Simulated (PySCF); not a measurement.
# From computed data to an observable: chemical shift, span and skew from a shielding tensor

GeH₅Si, SMILES [SiH3][GeH2] (connectivity only; charge and spin as stated), charge +1, multiplicity 1. Atoms are numbered in the order given.

```xyz
7

Si    -1.6221    -0.0014     0.0000
Ge     0.7889    -0.0068     0.0000
H     -2.0230    -0.6637     1.2675
H     -2.0230    -0.6637    -1.2675
H     -1.8085     1.4835     0.0000
H      1.6601     0.0413     1.2775
H      1.6601     0.0413    -1.2775
```
Charge +1, spin multiplicity 1.

Geometry: PBE-D3(BJ)/def2-TZVP. The spin state was assumed, not searched. The isomer is the one that the SMILES or the coordinates give; other isomers of the formula were not compared.

GIAO shieldings from B3LYP/pcSseg-2 run with PySCF, non-relativistic, no solvent. The symmetric part of the tensor of Si1 has the principal values 361.0, 394.7, 406.9 ppm. The same nucleus in TMS has σ = 325.2 ppm at this level (PySCF, at its B3LYP-D3(BJ)/def2-TZVP geometry).

Work out the isotropic shielding, the ²⁹Si shift against TMS, the span and the skew.


σ(iso) = (σ11 + σ22 + σ33)/3 = 387.5 ppm. δ = σ(ref) − σ(iso) = 325.2 − (387.5) = -62.3 ppm.
Span Ω = σ33 − σ11 = 45.9 ppm. Skew κ = 3(σ(iso) − σ22)/Ω = -0.47. Tumbling in solution averages the tensor to δ; in a static solid the shielding alone would spread this spin-1/2 line over Ω.
